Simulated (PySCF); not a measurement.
Spectrum to structure. Method: TDDFT B3LYP/def2-SVPD, vertical, gas phase, core orbitals frozen in the response in PySCF. Geometries: GFN2-xTB, one conformer each.

```json
{"state": "S1", "ν̃ (cm⁻¹)": "44760", "f": "0.0013", "main configurations (H = HOMO, L = LUMO)": "H→L (54%), H→L+1 (37%)"}
{"state": "S2", "ν̃ (cm⁻¹)": "45430", "f": "0.0001", "main configurations (H = HOMO, L = LUMO)": "H→L+1 (51%), H→L (33%), H-1→L (10%)"}
{"state": "S3", "ν̃ (cm⁻¹)": "53580", "f": "0.0008", "main configurations (H = HOMO, L = LUMO)": "H-1→L (78%), H→L (10%)"}
{"state": "S4", "ν̃ (cm⁻¹)": "54500", "f": "0.0020", "main configurations (H = HOMO, L = LUMO)": "H-1→L+1 (83%)"}
{"state": "S5", "ν̃ (cm⁻¹)": "62830", "f": "0.0018", "main configurations (H = HOMO, L = LUMO)": "H→L+2 (95%)"}
{"state": "S6", "ν̃ (cm⁻¹)": "64720", "f": "0.086", "main configurations (H = HOMO, L = LUMO)": "H-2→L (30%), H-3→L (27%), H-3→L+1 (23%)"}
{"state": "S7", "ν̃ (cm⁻¹)": "65620", "f": "0.030", "main configurations (H = HOMO, L = LUMO)": "H-2→L+1 (43%), H-3→L+1 (35%), H-3→L (12%)"}
{"state": "S8", "ν̃ (cm⁻¹)": "66100", "f": "0.122", "main configurations (H = HOMO, L = LUMO)": "H-2→L (47%), H-3→L (21%), H-3→L+1 (20%)"}
```

Question: Which structure fits? All have the formula C4H2F2O3.
A. `C1(C=COC(F)(F)O1)=O`
B. `c1(oc(oc1)=O)C(F)F`
C. `C1(=O)C(C(F)F)C(=O)O1`

Answer: C. Its S1 lies at 5.55 eV; the nearest of the others has S1 at 6.03 eV. S1 is HOMO→LUMO (54%), HOMO→LUMO+1 (37%). Löwdin shares by element: HOMO oxygen 75%, carbon 12% or more; LUMO (one of a set within 0.03 eV) carbon 45% or more, oxygen 43% or more. At the same level the other candidates give, for their lowest levels:
- `O=c1occ(C(F)F)o1`: 6.03 eV (f 0.132); 6.58 eV (f 0.010); 6.87 eV (f 0.150); 6.90 eV (f 0.001); 7.04 eV (f 0.007); T1 3.87 eV; HOMO -7.69, LUMO -1.42 eV
- `O=C1C=COC(F)(F)O1`: 4.94 eV (f 0.000); 5.86 eV (f 0.238); 6.93 eV (f 0.026); 7.48 eV (f 0.017); 7.52 eV (f 0.014); T1 3.79 eV; HOMO -8.54, LUMO -2.50 eV

Conformer computed: `[O:1]=[C:2]1[O:3][C:4](=[O:5])[CH:6]1[CH:7]([F:8])[F:9]`: C4–C6–C7–F8 -176°.
Triplets come from the Tamm–Dancoff approximation.
